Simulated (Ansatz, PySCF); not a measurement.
Caution: the highest occupied level lies above zero, so the state may not be bound. This singlet lies 1.08 eV below the relaxed triplet at the level frozen-core CCSD(T)/aug-cc-pVDZ // B3LYP-D3(BJ)/def2-TZVPD (Ansatz, a first-principles code).

Cartesian coordinates (Å):
SMILES: [SiH3][Al-][SH]
```xyz
7

Si    -1.2078     0.1311    -0.0344
Al     0.8799    -1.4450     0.1103
S      2.2699     0.2943    -0.6156
H     -2.3123    -0.4328    -0.8991
H     -1.1390     1.5639    -0.5079
H     -1.9225     0.2719     1.2905
H      3.4318    -0.3834    -0.5860
```
Charge -1, spin multiplicity 1.

**Question.** Give the total energy and HOMO at the level PBE-D3(BJ)/def2-TZVPD // B3LYP-D3(BJ)/def2-TZVPD (PySCF).

**Answer.** 
```yaml
total_energy: -25365.20 eV
HOMO: 0.15 eV
```
